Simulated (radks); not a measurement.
The numbers below are computed, except where a source is named.
Isoelectronic series with 31 electrons, all held in the configuration [Ar] 3d10 4s2 4p1, which need not be the ground one along the series. Code: a radial shooting solver on a logarithmic mesh with Libxc functionals. Model: Dirac Kohn-Sham, PBE, spin-unpolarised, spherical densities, finite nucleus; open shells are shared between the two j in proportion to 2j + 1; Fermi nuclear charge, rms radius of each element as measured or else 0.836 A^(1/3) + 0.57 fm. Total energies (hartree) and orbital eigenvalues (hartree):

| ion | E (hartree) | 4p3/2 | 4p1/2 |
|---|---|---|---|
| Ga | -1944.00807 | -0.09340 | -0.09765 |
| As2+ | -2259.91802 | -0.82820 | -0.84294 |
| Br4+ | -2602.33147 | -1.91159 | -1.94171 |
| Rb6+ | -2971.29263 | -3.29182 | -3.34318 |
| Nb10+ | -3789.45222 | -6.88093 | -6.99699 |
| Tc12+ | -4239.05528 | -9.07643 | -9.23858 |
| Rh14+ | -4715.99585 | -11.53482 | -11.75423 |
| Ag16+ | -5220.54994 | -14.25443 | -14.54393 |
| In18+ | -5753.01582 | -17.23430 | -17.60856 |
| Sb20+ | -6313.72030 | -20.47397 | -20.94963 |
| I22+ | -6903.01466 | -23.97330 | -24.56915 |
| Cs24+ | -7521.2802 | -27.73242 | -28.46961 |
| La26+ | -8168.9246 | -31.75165 | -32.65387 |
| Pr28+ | -8846.3885 | -36.03148 | -37.12516 |
